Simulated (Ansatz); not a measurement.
One change: `C=C[SiH](Cl)Br` becomes `C=C[SiH](Cl)N[SiH2]Cl`.

Ansatz, PBE0-D4/def2-TZVP geometries, multiplicity 1. Each molecule was computed in one conformer, which needn't be the lowest.

Scalar relativity is left out up to krypton. Spin–orbit coupling is left out; it splits and shifts lone-pair levels of the heavy atoms by tenths of an eV.

| property | `C=C[SiH](Cl)Br` |
| --- | --- |
| LUMO energy (ωB97M-V/def2-TZVPP) / eV | 0.97 |
| HOMO energy (PBE0/def2-TZVPP) / eV | -8.36 |
| LUMO energy (PBE0/def2-TZVPP) / eV | -1.13 |
| LUMO energy (PBE/def2-TZVPP) / eV | -2.11 |
| HOMO–LUMO gap (ωB97M-V/def2-TZVPP) / eV | 11.53 |
| HOMO–LUMO gap (PBE0/def2-TZVPP) / eV | 7.23 |

Give the same properties after the change, and the shifts. (Best estimate.)

The calculation gave: 
| property | `C=C[SiH](Cl)N[SiH2]Cl` | shift |
| --- | --- | --- |
| LUMO energy (ωB97M-V/def2-TZVPP) / eV | 1.06 | 0.09 |
| HOMO energy (PBE0/def2-TZVPP) / eV | -8.18 | 0.18 |
| LUMO energy (PBE0/def2-TZVPP) / eV | -1.00 | 0.13 |
| LUMO energy (PBE/def2-TZVPP) / eV | -1.99 | 0.12 |
| HOMO–LUMO gap (ωB97M-V/def2-TZVPP) / eV | 11.50 | -0.03 |
| HOMO–LUMO gap (PBE0/def2-TZVPP) / eV | 7.18 | -0.05 |

With PBE0 the HOMO rises by 0.18 eV and the LUMO rises by 0.13 eV, so the gap narrows by about 0.05 eV. PBE moves the HOMO by 0.30 eV and ωB97M-V by 0.12 eV.
